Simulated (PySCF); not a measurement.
Isomers of C6H11F, from PBE0-D3(BJ)/def2-SVP geometry optimisation, gas phase in PySCF. One conformer each, no zero-point energy, no frequencies.

Question: Which is lower in electronic energy at this level?
A. `[F:1][CH:2]1[CH2:3][CH2:4][CH2:5][CH2:6][CH2:7]1` with F1–C2–C3–C4 66°, C2–C3–C4–C5 54°, C3–C4–C5–C6 -55°, C4–C5–C6–C7 55°: A = 3575, B = 2664, C = 2007 MHz, dipole 1.62 D
B. `[CH3:1][CH2:2][C@@H:3]1[CH2:4][CH2:5][C@@H:6]1[F:7]` with C1–C2–C3–C4 176°, C2–C3–C4–C5 -98°, C3–C4–C5–C6 -18°, C4–C5–C6–F7 140°, C2–C3–C6–C5 97°: A = 3721, B = 2309, C = 1633 MHz, dipole 1.55 D

Answer: A. That is `FC1CCCCC1`, 25.0 kcal/mol below the other.

```tsv
SMILES	mapped SMILES	E (Eh)	relative (kcal/mol)	relative (kJ/mol)	dipole (D)
FC1CCCCC1	[F:1][CH:2]1[CH2:3][CH2:4][CH2:5][CH2:6][CH2:7]1	-334.50935	0.0	0.0	1.62
CC[C@@H]1CC[C@@H]1F	[CH3:1][CH2:2][C@@H:3]1[CH2:4][CH2:5][C@@H:6]1[F:7]	-334.46945	25.0	104.7	1.55
```

As drawn, the higher has a four-membered ring, which the lower lacks.
